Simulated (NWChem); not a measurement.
Molecule: C2H4FNSi; SMILES [SiH3][C@@H](C#N)F

```xyz
9

N      0.7786    -2.3330     0.1787
C      0.2214    -1.3578    -0.1021
C     -0.4406    -0.1003    -0.4332
F     -1.6599    -0.0099     0.2026
Si     0.6279     1.4208     0.0775
H     -0.6089    -0.0811    -1.5255
H      0.8355     1.3746     1.5496
H     -0.1361     2.6368    -0.3165
H      1.9232     1.3475    -0.6555
```
Atoms are numbered in this order, from 1.

Program: NWChem. Medium grid unless said otherwise, to which SCAN and Minnesota functionals are sensitive. The geometry was optimised at PBE0/def2-SVP. Total energies of different functionals are on different scales.

```
level                  energy (Ha)  highest occupied level (eV)  orbital gap (eV)  dipole (D)
---------------------  -----------  ---------------------------  ----------------  ----------
PBE/def2-SVP             -521.9778                        -7.50              5.95        3.20
B3LYP/def2-SVP           -522.4109                            …                 …        3.31
TPSSh/def2-SVP           -522.4172                        -8.22              7.25        3.32
Hartree-Fock/def2-SVP    -520.5747                       -12.34             15.72        3.71
BLYP/def2-SVP            -522.3290                        -7.34              5.99        3.16
M06-2X/def2-SVP          -522.2787                       -10.28             10.81        3.42
```

Question: Some entries are withheld; supply them.

Answer: 
- B3LYP/def2-SVP, highest occupied level (eV): -8.70
- B3LYP/def2-SVP, orbital gap (eV): 8.01
